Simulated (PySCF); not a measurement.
**Computed properties of H4N2Si, SMILES [Si](N)N**

Si(NH2)2 (H₄N₂Si), SMILES N[Si]N (connectivity only; charge and spin as stated), neutral, multiplicity 1. Coordinates come from a B3LYP-D3(BJ)/def2-TZVP optimisation. Other conformers were not sampled. All values are computed for the isolated molecule unless a solvent is named; none is compared with measurement here.

**Structure.** The optimised structure has C2v symmetry. All 15 harmonic modes at B3LYP-D3(BJ)/def2-TZVP (PySCF) are real, so it is a minimum. With heavy atoms numbered as in [Si:1]([NH2:2])[NH2:5], the shortest bond between them is Si1–N2 at 1.723 Å and the longest Si1–N5 at 1.723 Å.

**Vibrations.** The strongest infrared lines (harmonic, unscaled, degenerate partners summed) lie at 441 cm⁻¹ (391 km/mol, H 77 %, N 21 %), 840 cm⁻¹ (128 km/mol, N 48 %, Si 41 %, H 12 %), 885 cm⁻¹ (110 km/mol, H 44 %, N 30 %, Si 26 %). The softest mode is at 306 cm⁻¹ and the zero-point energy is 32.5 kcal/mol.

**Electronic structure.** PBE0/def2-TZVPD (PySCF) places the frontier levels at -6.44 and -0.44 eV, a gap of 6.00 eV, and gives a dipole moment of 2.19 D and a mean polarisability of 51.8 bohr³.

**Excitations.** TDA-ωB97X/def2-SVPD (PySCF) has S1 at 5.47 eV (227 nm, f = 0.158, bright); the most intense of the 10 singlets computed lies at 6.94 eV (f = 0.54). T1 (TDA) is at 3.33 eV, 2.14 eV under S1. No vertical singlet excitation falls in the visible range (under 3.1 eV).

**NMR.** GIAO shifts at B3LYP/pcSseg-2 (PySCF) (non-relativistic, atoms alike by connectivity averaged): ¹H at 3.0 ppm against TMS; ²⁹Si at 118.8 ppm against TMS.
